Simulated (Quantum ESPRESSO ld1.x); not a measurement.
Q: Coherent X-ray form factor from a spherical all-electron density. All-electron calculation, Dirac Kohn-Sham, LDA (Slater exchange, Hedin-Lundqvist correlation), spin-unpolarised, spherical densities, point nucleus. Program: ld1.x of Quantum ESPRESSO 7.5.

sin(theta)/lambda (1/angstrom)  f0 (electrons)
0.05                                    38.893
0.1                                     36.411
0.15                                    33.758
0.2                                     31.338
0.25                                    29.130
0.3                                     27.104
0.4                                     23.629
0.5                                     20.893
0.6                                     18.671
0.8                                     14.971
1                                       11.884
1.25                                     9.031
1.5                                      7.263
2                                        5.564

The species is in the configuration that NIST lists as its ground one. Which atom or ion scatters so?

A: Neutral zirconium, [Kr] 4d2 5s2. Extrapolating in s^2 from the first two rows gives f0(0) = 39.7, near the electron count 40; among species with that count, the fall with angle is slower the higher Z, and the table is that of Z = 40; from so few rows the species is fixed only to a neighbour or two.
